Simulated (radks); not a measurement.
The numbers below are computed, except where a source is named.
Neutral erbium inside a hard spherical wall (all orbitals vanish at R), configuration held at [Xe] 4f12 6s2 and not refilled when levels cross. Level of theory: scalar-relativistic Kohn-Sham, PBE, spin-polarised, spherical densities, finite nucleus; open shells are filled with parallel spins first (spin-orbit coupling, left out, can overturn this in heavy ions); Fermi nuclear charge, rms radius 5.2516 fm (a radial shooting solver on a logarithmic mesh with Libxc functionals). Eigenvalues in eV for spin up, with the zero of energy where the potential of the charges vanishes at infinity; a dash marks a level that is unbound or too diffuse for the functional's potential to be trusted. A positive occupied level is held by the wall or, in an anion where self-interaction has pushed it up, behind a barrier. The pressure on the wall is -dE/dV.

R (bohr) = free: E (hartree) -13085.0621; kinetic (hartree) 14183.528; e(5s) -52.257; e(5p) -26.678; e(6s) -3.857; e(4f) -3.854; e(6p, empty) -; e(5d, empty) -; pressure (GPa) 0
R (bohr) = 20: E (hartree) -13085.0621; kinetic (hartree) 14183.528; e(5s) -52.257; e(5p) -26.678; e(6s) -3.857; e(4f) -3.854; e(6p, empty) -1.140; e(5d, empty) -0.970; pressure (GPa) < 0.0001
R (bohr) = 15: E (hartree) -13085.0621; kinetic (hartree) 14183.528; e(5s) -52.255; e(5p) -26.676; e(6s) -3.856; e(4f) -3.852; e(6p, empty) -1.125; e(5d, empty) -0.965; pressure (GPa) 0.000154
R (bohr) = 10: E (hartree) -13085.0599; kinetic (hartree) 14183.548; e(5s) -52.107; e(5p) -26.529; e(6s) -3.739; e(4f) -3.707; e(6p, empty) -0.790; e(5d, empty) -0.801; pressure (GPa) 0.0511
R (bohr) = 6: E (hartree) -13084.9618; kinetic (hartree) 14184.024; e(5s) -50.066; e(5p) -24.540; e(6s) -1.388; e(4f) -1.688; e(6p, empty) 3.337; e(5d, empty) 1.357; pressure (GPa) 6.23
R (bohr) = 4: E (hartree) -13084.2637; kinetic (hartree) 14186.655; e(5s) -44.840; e(5p) -19.605; e(6s) 9.733; e(4f) 3.892; e(6p, empty) 19.709; e(5d, empty) 8.070; pressure (GPa) 139
R (bohr) = 3.5: E (hartree) -13083.5610; kinetic (hartree) 14189.304; e(5s) -41.487; e(5p) -16.349; e(6s) 19.128; e(4f) 7.767; e(6p, empty) 32.287; e(5d, empty) 12.845; pressure (GPa) 385
